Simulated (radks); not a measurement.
Neutral chlorine inside a hard spherical wall (all orbitals vanish at R), configuration held at [Ne] 3s2 3p5 and not refilled when levels cross. Method: non-relativistic Kohn-Sham, LDA (Slater exchange, Perdew-Wang correlation), spin-polarised, spherical densities, point nucleus; open shells are filled with parallel spins first; computed with a radial shooting solver on a logarithmic mesh with Libxc functionals. Eigenvalues in eV for spin up, with the zero of energy where the potential of the charges vanishes at infinity; a dash marks a level that is unbound or too diffuse for the functional's potential to be trusted. A positive occupied level is held by the wall or, in an anion where self-interaction has pushed it up, behind a barrier. The pressure on the wall is -dE/dV.

R (bohr),E (hartree),kinetic (hartree),e(2s),e(2p),e(3s),e(3p),"e(4s, empty)","e(4p, empty)",pressure (GPa)
free,-458.66551,457.764,-250.07,-191.65,-20.933,-9.078,-0.326,-,0
20,-458.66551,457.764,-250.07,-191.65,-20.933,-9.078,-0.314,0.485,< 0.0001
15,-458.66551,457.764,-250.07,-191.65,-20.933,-9.078,-0.264,0.782,< 0.0001
4,-458.50891,458.680,-245.93,-187.46,-18.074,-5.954,18.267,25.369,39.5
3.5,-458.28890,459.728,-242.33,-183.80,-15.602,-3.124,29.834,38.226,129
3,-457.72718,462.059,-235.63,-176.99,-10.692,2.527,51.151,60.853,456
2.5,-456.21274,467.426,-223.22,-164.30,-0.129,14.487,93.295,103.74,1820
